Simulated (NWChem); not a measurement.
Species: CH6MgSi; SMILES [CH3][Mg][SiH3]

```xyz
9

Mg     0.2835    -0.6451    -0.0005
C      0.3531    -2.7377    -0.0005
H      0.8487    -3.1295    -0.8987
H     -0.6518    -3.1794     0.0309
H      0.9029    -3.1277     0.8664
Si     0.1956     1.9487    -0.0005
H     -1.1775     2.5014     0.2328
H      0.6493     2.5639    -1.2892
H      1.0532     2.5779     1.0549
```
Atoms are numbered in this order, from 1.

Level: B3LYP/6-31G* (spherical d) (NWChem), optimised geometry, unscaled harmonic frequencies. 

```tsv
frequency (cm⁻¹)	IR intensity (km/mol)
6	0.0
95	17.6
95	17.6
287	2.9
370	0.6
370	0.6
569	53.1
586	61.5
586	61.5
869	291.1
954	41.8
954	41.8
1206	2.5
1492	0.0
1492	0.0
2178	130.2
2185	155.3
2186	155.2
3022	31.4
3094	20.7
3094	20.7
```

```
Quantity                                                                            Value
-----------------------------------------------------------------------  ----------------
zero-point energy                                                           36.7 kcal/mol
thermal correction to the enthalpy at 298.15 K (with zero-point energy)     41.7 kcal/mol
heat capacity Cv                                                         21.6 cal/(mol K)
entropy at 298.15 K and 1 atm (symmetry number 3)                        83.1 cal/(mol K)
dipole moment                                                                      1.43 D
```

Rigid rotor and harmonic oscillator; modes under 100 cm⁻¹ make the entropy uncertain.
